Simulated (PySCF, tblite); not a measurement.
Isomers of C4H6O2SSi, one GFN2-xTB conformer each. Single-point energies are computed at PBE0/pcSseg-1 (PySCF, gas phase, no added dispersion term), electronic only.

Question: Rank them by PBE0/pcSseg-1 energy, lowest first (kcal/mol).
A. `[O:1]=[CH:2][O:3]/[CH:4]=[C:5]1\[SiH2:6][CH2:7][S:8]1` with O1–C2–O3–C4 0°, C2–O3–C4–C5 0°
B. `[CH2:1]=[CH:2][C@@H:3]1[O:4][SiH2:5][O:6][C:7]1=[S:8]` with C1–C2–C3–O4 3°
C. `[CH3:1][SiH2:2][S:3][C:4](=[C:5]=[O:6])[CH:7]=[O:8]` with C1–Si2–S3–C4 -75°, Si2–S3–C4–C5 178°, S3–C4–C7–O8 2°

Answer: B (0.0), C (21.3), A (34.5).

As drawn, the lowest has an Si–O bond and a C=S bond, which the highest lacks; the highest has a four-membered ring, a C=O bond and a C(=O)–O unit, which the lowest lacks. GFN2-xTB itself gives, in the same order: 0.0, 60.2, 64.8. Both levels put the same isomer lowest; measured from each level's own lowest isomer, the values differ by up to 38.9 kcal/mol (C[SiH2]SC(=C=O)C=O: 60.2 against 21.3).

Q: Which frontier levels, dipoles and rotational constants go with these structures?

A: 
```
                SMILES  HOMO (eV, PBE0/pcSseg-1)  LUMO (eV)  dipole (D)       A, B, C (MHz)
C=C[C@@H]1O[SiH2]OC1=S                     -6.62      -1.53        3.45   1906, 1453, 920.9
    C[SiH2]SC(=C=O)C=O                     -6.60      -2.45        2.25  2847, 909.1, 767.3
   O=CO/C=C1\[SiH2]CS1                     -6.07      -1.21        1.79   2832, 1159, 835.7
```

Q: What happens when harmonic zero-point energies from GFN2-xTB frequencies are added?

A: 
```json
{"SMILES": "C=C[C@@H]1O[SiH2]OC1=S", "ZPE (kcal/mol)": "57.3", "electronic (kcal/mol)": "0.0", "with ZPE (kcal/mol)": "0.0"}
{"SMILES": "C[SiH2]SC(=C=O)C=O", "ZPE (kcal/mol)": "55.1", "electronic (kcal/mol)": "21.3", "with ZPE (kcal/mol)": "19.2"}
{"SMILES": "O=CO/C=C1\\[SiH2]CS1", "ZPE (kcal/mol)": "56.2", "electronic (kcal/mol)": "34.5", "with ZPE (kcal/mol)": "33.5"}
```

The zero-point energies span 2.2 kcal/mol. The order is unchanged.
